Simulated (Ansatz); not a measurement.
Compare A (`CB1OC1C`) with its isomer B (`B/C=C/CO`).

Calculated with Ansatz (gas phase, PBE0-D4/def2-TZVP geometries, no zero-point term in ΔE). CCSD(T)/CBS is the MP2 limit (def2-TZVPP, def2-QZVPP) plus CCSD(T) − MP2 in def2-TZVPP, frozen cores. Functionals use def2-TZVPP. B3LYP here is the variant with VWN-RPA as its local correlation; programs differ in this. Each species was taken in one conformer, which may not be the lowest.

**Question.** Which is lower in electronic energy at CCSD(T)/CBS, and by how much? (An estimate is asked.)

**Answer.** Ansatz gave: A, by 37.7 kcal/mol.

**Question.** Give E(B) − E(A) in kcal/mol with BLYP-D4, B3LYP, PBE-D4, B2PLYP, r2SCAN-D4, PBE0-D4, CCSD/def2-TZVPP. (Best estimate.)

**Answer.** Computed: BLYP-D4 36.8, B3LYP 37.2, PBE-D4 41.6, B2PLYP 38.2, r2SCAN-D4 41.7, PBE0-D4 41.0, CCSD/def2-TZVPP 37.3. None reverses the order clearly.

**Question.** Does the order hold for the free energy at 298.15 K (harmonic terms from PBE0-D4)? (An estimate is asked.)

**Answer.** Ansatz gave: Yes: G(B) − G(A) = +36.2 kcal/mol, for one conformer each.

Largest T1 diagnostic: 0.013.

From BLYP to BHLYP (50 % exact exchange), in def2-TZVPP and without D4, E(B) − E(A) moves by −1.4 kcal/mol. Leaving LDA and LC-ωPBE aside and taking each functional with its dispersion term where it has one, the values, not all of them listed here, spread over 6.6 kcal/mol, from BHLYP-D4 to B97M-V. LDA lies +3.1 kcal/mol from PBE without D4.
